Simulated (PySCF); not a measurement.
Simulation results for FH4OSi2

Calculation on a computer-drawn molecule: the log of a Hartree-Fock and frozen-core CCSD(T) single point meant for a local Hartree-Fock minimum, with one planted fault or none, to be diagnosed. Offsets are logged minus clean, where the clean run is the same molecule without the fault. The reference is restricted for singlets and unrestricted otherwise, and also for a bond in bohr or an excited solution. Adding or removing an electron swaps singlet and doublet. The excited solution moves the top pair (singlet) or top alpha electron (doublet) to the lowest empty orbital. Highest occupied and lowest empty are orbital energies over both spins, largest force is the largest gradient component, triples share is (T) over the correlation energy, the T1 limit is 0.02 restricted and 0.045 unrestricted, electrons count all cores, a negative frequency is imaginary (commonest isotopes), and the dipole is about the centre of nuclear charge. Program: PySCF 2.14.0.

## FH4OSi2

Logged structure:
```xyz
8
FH4OSi2
O     -0.8145     0.8471     0.6804
Si    -0.6887    -0.0188    -0.6658
F      0.4201    -1.1550    -0.6231
Si     0.3649     1.7208    -1.9485
H     -1.1999     0.5776     1.5069
H     -1.9126    -0.5232    -1.2704
H      1.7870     2.0422    -1.7780
H     -0.3264     2.6146    -2.8862
```

```
meant charge                      : 1
meant multiplicity                : 1
meant basis                       : cc-pV(D+d)Z
logged electrons                  : 48
logged basis functions            : 94
logged SCF converged              : yes
logged spin squared               : 2.0114
logged highest occupied           : -14.296 eV
logged lowest empty               : -8.4828 eV
logged largest force              : 0.053691 hartree/bohr
logged T1 diagnostic              : 0.020976
logged D1 diagnostic              : 0.11263
logged triples share              : 0.022719
logged CC converged               : yes
logged dipole magnitude           : 2.8521 debye
logged SCF stable within its kind : yes
logged energy HF                  : -754.20293 hartree
logged energy CCSD(T)             : -754.79361 hartree
possible faults                   : no fault, one electron removed, one electron added, multiplicity raised by two, geometry at a saddle point, SCF held on an excited solution, minimal basis STO-3G, one bond length entered in bohr, all coordinates scaled
planted fault                     : ?
```

Drawn bonds:
```
atom  other atom  order
   1           2      1
   2           3      1
   2           4      1
   1           5      1
   2           6      1
   4           7      1
   4           8      1
```

To be estimated
1. FH4OSi2: planted fault?

## Answers
1. multiplicity raised by two

Further results for FH4OSi2:

```
HF energy offset from clean run      : 69.75 kcal/mol
CCSD(T) energy offset from clean run : 69.44 kcal/mol
```
